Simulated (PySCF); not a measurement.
**Potential energy of GeSe along the bond**

Set-up: PySCF, no relativity, basis sets Ge def2-TZVPPD, Se def2-TZVPPD. Energies in eV from Ge + Se in their ground configurations at the same level. State: ¹Σ⁺ (singlet), closed shell.

| R (Å) | revPBE | BP86 |
| --- | --- | --- |
| 1.845 | -3.311 | -3.673 |
| 1.931 | -4.293 | -4.631 |
| 2.016 | -4.860 | -5.180 |
| 2.081 | -5.085 | -5.393 |
| 2.145 | -5.180 | -5.478 |
| 2.209 | -5.176 | -5.466 |
| 2.295 | -5.055 | -5.336 |
| 2.402 | -4.779 | -5.052 |
| 2.531 | -4.337 | -4.604 |
| 2.703 | -3.669 | -3.931 |

Q: Put a parabola through the three lowest points of the revPBE curve and estimate Re, k and ωe (reduced mass 38.4 u; 1 eV/Å² = 0.16022 mdyn/Å; ωe = 1302.8·√(k/μ) cm⁻¹).

A: Through R = 2.081, 2.145, 2.209 Å the second-order coefficient is 12.1 eV/Å², so Re ≈ 2.174 Å, k ≈ 3.87 mdyn/Å and ωe ≈ 414 cm⁻¹. A polynomial fit of higher order to the unrounded revPBE energies gives Re = 2.173 Å, k = 3.41 mdyn/Å, ωe = 388 cm⁻¹; anharmonicity and rounding make the difference.

The higher-order fit for each curve: revPBE: Re = 2.173 Å, ωe = 388 cm⁻¹, De = 5.19 eV; BP86: Re = 2.167 Å, ωe = 390 cm⁻¹, De = 5.48 eV.
